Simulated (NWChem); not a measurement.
System: CH7Si2 cation

```xyz
10

Si     0.1865    -1.5799     0.0000
C     -0.8504    -0.1251    -0.0001
Si     0.2019     1.5467     0.0000
H      0.6820    -2.1712     1.2635
H      0.6827    -2.1713    -1.2633
H     -1.4710    -0.0624    -0.9106
H     -1.4707    -0.0627     0.9107
H     -0.8341     2.6086     0.0067
H      1.0335     1.5401    -1.2320
H      1.0432     1.5346     1.2254
```
Atoms are numbered in this order, from 1.

Results from NWChem. All runs use the structure optimised with PBE0/def2-SVP. Total energies compare along this basis series because the functional is fixed.

```json
[
 {"level": "B3LYP/pcseg-1", "basis functions": "85", "energy (Ha)": "-621.0009", "highest occupied level (eV)": "-14.09", "orbital gap (eV)": "5.28", "relative time": "3"},
 {"level": "B3LYP/aug-pcseg-1", "basis functions": "140", "energy (Ha)": "-621.0051", "highest occupied level (eV)": "-14.08", "orbital gap (eV)": "5.31", "relative time": "10"},
 {"level": "B3LYP/pcseg-2", "basis functions": "196", "energy (Ha)": "-621.0845", "highest occupied level (eV)": "-14.07", "orbital gap (eV)": "5.31", "relative time": "10"},
 {"level": "B3LYP/STO-3G", "basis functions": "30", "energy (Ha)": "-613.8913", "highest occupied level (eV)": "-12.82", "orbital gap (eV)": "6.03", "relative time": "1"},
 {"level": "B3LYP/def2-SVP", "basis functions": "85", "energy (Ha)": "-620.8167", "highest occupied level (eV)": "-14.07", "orbital gap (eV)": "5.27", "relative time": "4"}
]
```

Relative times are rough (shared machine, one core).
